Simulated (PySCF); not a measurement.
## Correlation energy of Xe²⁺ (xenon, charge +2)

[Kr] 4d10 5s2 5p4, high-spin 3P determinant. All numbers are calculated (PySCF 2.14, a scalar-relativistic core potential, in aug-cc-pVDZ-PP with ECP28MDF). Frozen: 4s2 4p6 4d10; 6 electrons correlated.

```
  level  correlation energy (mhartree)
   CCSD                         -75.52
    (T)                          -0.80
CCSD(T)                         -76.32
  CCSDT                         -76.50
```

Diagnostics: T1 = 0.0062, D1 = 0.0195, largest double amplitude 0.041.

Cost of the coupled-cluster step: about 0.7 core-seconds, for 6 correlated electrons.
